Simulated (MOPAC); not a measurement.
Input for MOPAC: PM7 on ClH3PbSi (SMILES [SiH3][Pb][Cl]), a point of a torsion scan.

```
PM7 1SCF PRECISE CHARGE=0 THREADS=1
ClH3PbSi

Si    -0.73993953 1    -0.03936779 1     0.01865078 1
Pb     1.67894862 1    -1.20903172 1    -0.17151296 1
Cl     1.48857457 1    -2.41559075 1     2.01963814 1
H     -1.12371817 1     0.45107577 1     1.33804242 1
H     -1.85611956 1    -0.88907118 1    -0.40314626 1
H     -0.87684040 1     1.13880788 1    -0.85005140 1
```

The log:

```
*******************************************************************************
 **                                                                           **
 **                              MOPAC v23.2.5                                **
 **                                                                           **
 *******************************************************************************
 ** MOPAC's Digital Object Identifier: https://doi.org/10.5281/zenodo.6511958 **
 **                                                                           **
 ** Please cite the open-source release paper for use of this MOPAC version:  **
 ** J. E. Moussa and J. J. P. Stewart (2026)                                  **
 ** MOPAC: An open-source semiempirical molecular orbital program             **
 ** J. Open Source Softw., 11(119), 8025, https://doi.org/10.21105/joss.08025 **
 *******************************************************************************

                              PM7 CALCULATION RESULTS

 *******************************************************************************
 *  PM7        - The PM7 Hamiltonian to be used
 *
 *
 *
 *                 CHARGE ON SYSTEM = 0
 *
 *
 *
 *  PRECISE    - TIGHTER CRITERIA TO BE USED
 *  1SCF       - DO 1 SCF AND THEN STOP
 *  THREADS=1  - MULTI-THREADING NOT USED
 *  T=         - A TIME OF 172800.0 SECONDS REQUESTED
 *  DUMP=N     - RESTART FILE WRITTEN EVERY 7200.0 SECONDS REQUESTED
 *******************************************************************************
PM7 1SCF PRECISE CHARGE=0 THREADS=1
 ClH3PbSi

   ATOM   CHEMICAL          X               Y               Z
  NUMBER   SYMBOL      (ANGSTROMS)     (ANGSTROMS)     (ANGSTROMS)

     1      Si         -0.73993953  *  -0.03936779  *   0.01865078  *
     2      Pb          1.67894862  *  -1.20903172  *  -0.17151296  *
     3      Cl          1.48857457  *  -2.41559075  *   2.01963814  *
     4       H         -1.12371817  *   0.45107577  *   1.33804242  *
     5       H         -1.85611956  *  -0.88907118  *  -0.40314626  *
     6       H         -0.87684040  *   1.13880788  *  -0.85005140  *



          CARTESIAN COORDINATES

    NO.       ATOM           X           Y           Z

     1        Si         -0.7399     -0.0394      0.0187
     2        Pb          1.6789     -1.2090     -0.1715
     3        Cl          1.4886     -2.4156      2.0196
     4         H         -1.1237      0.4511      1.3380
     5         H         -1.8561     -0.8891     -0.4031
     6         H         -0.8768      1.1388     -0.8501

 General Reference for PM7:
 "Optimization of Parameters for Semiempirical Methods VI: More Modifications to the
 NDDO Approximations and Re-optimization of Parameters", J. J. P. Stewart, J. Mol. Mod., 1:32, 19 (2013)
 https://link.springer.com/article/10.1007/s00894-012-1667-x

           Empirical Formula: H3 Si Pb Cl  =     6 atoms



      MOLECULAR POINT GROUP   :   C1


      RHF CALCULATION, NO. OF DOUBLY OCCUPIED LEVELS = 9


 -------------------------------------------------------------------------------
 PM7 1SCF PRECISE CHARGE=0 THREADS=1
 ClH3PbSi



     1SCF WAS SPECIFIED, SO BFGS WAS NOT USED
     SCF FIELD WAS ACHIEVED


                              PM7 CALCULATION
                                                       MOPAC v23.2.5 Linux




          FINAL HEAT OF FORMATION =         36.46342 KCAL/MOL =     152.56294 KJ/MOL


          COSMO AREA              =        138.67 SQUARE ANGSTROMS
          COSMO VOLUME            =        133.36 CUBIC ANGSTROMS

          IONIZATION POTENTIAL    =          8.936728 EV
          HOMO LUMO ENERGIES (EV) =         -8.937 -1.525
          NO. OF FILLED LEVELS    =          9
          MOLECULAR WEIGHT        =        273.7622         POINT GROUP:  C1

          MOLECULAR DIMENSIONS (Angstroms)

            Atom       Atom       Distance
            H     6   Cl     3     5.14432
           Pb     2    H     4     3.21714
           Pb     2    H     5     2.02361


          SCF CALCULATIONS        =          1





   ATOM   CHEMICAL          X               Y               Z
  NUMBER   SYMBOL      (ANGSTROMS)     (ANGSTROMS)     (ANGSTROMS)

     1      Si         -0.73993953  *  -0.03936779  *   0.01865078  *
     2      Pb          1.67894862  *  -1.20903172  *  -0.17151296  *
     3      Cl          1.48857457  *  -2.41559075  *   2.01963814  *
     4       H         -1.12371817  *   0.45107577  *   1.33804242  *
     5       H         -1.85611956  *  -0.88907118  *  -0.40314626  *
     6       H         -0.87684040  *   1.13880788  *  -0.85005140  *

                             CARTESIAN COORDINATES

   1   Si       -0.739939530    -0.039367790     0.018650780
   2   Pb        1.678948620    -1.209031720    -0.171512960
   3   Cl        1.488574570    -2.415590750     2.019638140
   4    H       -1.123718170     0.451075770     1.338042420
   5    H       -1.856119560    -0.889071180    -0.403146260
   6    H       -0.876840400     1.138807880    -0.850051400


           Empirical Formula: H3 Si Pb Cl  =     6 atoms



      MOLECULAR POINT GROUP   :   C1


                  EIGENVALUES
 -24.26982 -20.80072 -17.46138 -12.74645 -12.73618 -10.74496 -10.32677 -10.21693
  -8.93673  -1.52466  -0.69442  -0.62044   1.97919   2.09297   7.51133  20.12949
  20.21770  21.04599  21.13743  21.23339  74.51182  74.59133  75.16008  75.24204
  75.26580


              NET ATOMIC CHARGES AND DIPOLE CONTRIBUTIONS

  ATOM NO.   TYPE          CHARGE      No. of ELECS.   s-Pop       p-Pop       d-Pop
    1         Si          -0.099585        4.0996     0.92055     3.03981     0.13922
    2         Pb           0.563295        3.4367     1.82686     1.60984
    3         Cl          -0.536134        7.5361     1.99683     5.51358     0.02573
    4          H           0.033142        0.9669     0.96686
    5          H           0.024691        0.9753     0.97531
    6          H           0.014591        0.9854     0.98541
 DIPOLE           X         Y         Z       TOTAL
 POINT-CHG.     0.603     3.014    -5.568     6.360
 HYBRID        -0.294    -0.116     0.462     0.560
 SUM            0.308     2.898    -5.106     5.879


          ATOMIC ORBITAL ELECTRON POPULATIONS

     Atom    s        px        py        pz      x^2-y^2     xz        z^2       yz        xy
    1 Si   0.92055   0.97670   1.01501   1.04810   0.02886   0.00869   0.03128   0.02484   0.04556
    2 Pb   1.82686   0.93160   0.27636   0.40189
    3 Cl   1.99683   1.98990   1.87658   1.64709   0.00097   0.00050   0.01056   0.01346   0.00024
    4  H   0.96686
    5  H   0.97531
    6  H   0.98541

 **********************
 *                    *
 * JOB ENDED NORMALLY *
 *                    *
 **********************




 == MOPAC DONE ==
```

The run finished.

Cost: around 0.020 core-seconds (rough).
